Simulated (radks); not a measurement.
Polarisability of neutral rhenium, [Xe] 4f14 5d5 6s2, at imaginary frequency. All-electron calculation, scalar-relativistic Kohn-Sham, exchange-only LDA, spin-polarised, spherical densities, finite nucleus; open shells are filled with parallel spins first (spin-orbit coupling, left out, can overturn this in heavy ions); Fermi nuclear charge, rms radius 5.3698 fm. Program: a radial shooting solver on a logarithmic mesh with Libxc functionals. Response by self-consistent Sternheimer equations with the Hartree and adiabatic exchange-only LDA kernel, the relativistic mass of each level held fixed and spin-orbit coupling left out.

w (hartree),alpha1(iw) (bohr^3)
0.00266,70.34
0.0143,69.83
0.0360,67.23
0.0697,60.64
0.118,50.18
0.186,38.16
0.280,27.06
0.413,18.29
0.605,11.94
0.892,7.506
1.35,4.468
2.12,2.431
3.59,1.144
6.94,0.4292
17.5,0.1037

Static values: alpha1 = 70.36 bohr^3 (10.43 angstrom^3; uncoupled 138.6). C6 = 816.4, triple-dipole C9 = 38910 atomic units. One-pole (London) frequency 4 C6 / (3 alpha1^2) = 0.220 hartree, against 0.140 for minus the highest occupied eigenvalue. Recommended static value: 62 bohr^3 (Schwerdtfeger and Nagle, 2023 table).
